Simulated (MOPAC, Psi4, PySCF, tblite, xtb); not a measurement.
Dimer H4O4Si ··· H4O4Si (SMILES O[Si](O)(O)O and O[Si](O)(O)O) at R = 3.86 Å between the centres of mass, closest contact 1.87 Å (lowest of the rigid-body minima from ten starts at GFN2-xTB). Geometry in Å and degrees:

```
Si
O 1 1.6354
H 2 0.9604 1 117.26
O 1 1.6354 2 106.44 3 160.63
H 4 0.9604 1 117.25 2 -37.06
O 1 1.6354 2 106.43 3 36.64
H 6 0.9604 1 117.23 2 -160.43
O 1 1.6354 2 115.74 3 -81.38
H 8 0.9604 1 117.21 2 -81.35
O 7 1.8697 6 161.47 1 -67.56
H 10 0.9604 7 110.29 6 -95.61
Si 10 1.6354 11 117.25 7 -124.28
O 12 1.6354 10 106.44 11 -37.06
H 13 0.9604 12 117.26 10 160.63
O 12 1.6354 13 106.43 14 36.64
H 15 0.9604 12 117.23 13 -160.43
O 12 1.6354 13 115.74 14 -81.38
H 17 0.9604 12 117.21 13 -81.35
```

Methods: GFN2-xTB (tblite); SAPT0/jun-cc-pVDZ, frozen core (Psi4); PM7, restricted, heats of formation (MOPAC); AM1, restricted, heats of formation (MOPAC); GFN1-xTB (xtb); RKS-B3LYP/6-31G* = restricted B3LYP/6-31G*, spherical d, no counterpoise correction run with PySCF; RHF/STO-3G = restricted Hartree-Fock/STO-3G, no counterpoise correction run with PySCF; RHF/3-21G = PySCF with restricted Hartree-Fock/3-21G, no counterpoise correction; RKS-B3LYP/LANL2DZ = PySCF with restricted B3LYP/LANL2DZ, with its core potentials past Ne, no counterpoise correction.

Question: What interaction energy does each level give?

Answer: 
```tsv
method	E_int / kJ/mol
RHF/3-21G	-76.01
GFN2-xTB	-57.87
RKS-B3LYP/LANL2DZ	-49.67
RKS-B3LYP/6-31G*	-44.85
RHF/STO-3G	-38.95
GFN1-xTB	-32.46
SAPT0/jun-cc-pVDZ	-27.79
PM7	-21.17
AM1	10.50
```
